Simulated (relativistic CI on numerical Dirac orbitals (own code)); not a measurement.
Method of calculation: Dirac-Coulomb-Breit CI, KLI orbitals optimised for each configuration, QED by a radiative potential, unscaled Slater integrals (own radial code, finite nucleus).

The strongest absorption lines from the ground level of an ion, among the configurations computed and to levels below about 210 eV (vacuum wavelength in nm, gf): 13.218 (0.0069), 14.857 (0.032), 15.418 (0.79), 16.761 (0.027), 18.066 (0.16), 22.302 (0.043), 25.808 (0.079).

Task: Which ion is it?
A. Ge¹⁸⁺
B. Zn¹⁶⁺
C. Se²⁰⁺
D. Zn¹⁴⁺

Result: B. Zn¹⁶⁺ has 14 electrons and the ground level 3s2 3p2 3P_0; the strongest line goes to 3s2 3p 3d 3D°_1. The pattern of lines fixes the number of electrons, and along that sequence the line energies rise steadily with the charge (about as its square where n changes within one kind of shell, about linearly where n is kept but much faster in heavy ions where fine structure, which grows about as Z⁴, sets the gap, and irregularly where shells cross), which fixes Z. Configurations outside the model, such as inner-shell arrays, can give stronger lines. At this charge energies of transitions that change n are usually good to better than 1 %, and those within a shell (Δn = 0) to a few per cent.

LS names give the leading component of a level, which can be under half, so a name can repeat, a term be missing and a line seem to break the LS rules.
